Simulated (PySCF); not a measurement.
# Si⁺ (silicon, charge +1): LDA calculation

Configuration: [Ne] 3s2 3p1, 2P determinant. Calculation: PySCF 2.14, in aug-cc-pV(Q+d)Z with one added diffuse shell each of s, p, d, f, g type (8s7p6d4f3g, 114 functions); the non-relativistic Hamiltonian (point nucleus).

```
Total energy                                                  : -287.9124 hartree
One-electron energy                                           : -395.5838 hartree
Hartree (Coulomb) energy                                      : 127.0036 hartree
Exchange-correlation energy                                   : -19.3321 hartree
Kinetic energy                                                : 287.58320 hartree
⟨S²⟩                                                          : 0.7517
⟨L²⟩                                                          : 2.009
Sum of ⟨r⟩                                                    : 11.16 bohr
Sum of ⟨r²⟩                                                   : 19.75 bohr²
Traceless quadrupole moment −½Σ⟨3z² − r²⟩ along its main axis : -2.63 e·bohr²
Density at the nucleus (Gaussians lack the cusp)              : 1750 bohr⁻³
Spin density at the nucleus                                   : -0.00241 bohr⁻³
Langevin diamagnetic susceptibility                           : -15.6 ×10⁻⁶ cm³/mol
```

```csv
shell,electrons,mean orbital energy (eV),spread (eV),"rms radius, mean of both spins (bohr)"
1s α,1,-1784.5,0,0.130
1s β,1,-1784.4,0,0.130
2s α,1,-147.93,0,0.625
2s β,1,-147.81,0,0.625
2p α,3,-105.59,0.247,0.606
2p β,3,-105.44,0.437,0.606
3s α,1,-19.372,0,2.21
3s β,1,-18.524,0,2.21
3p α,1,-12.079,0,2.64
```
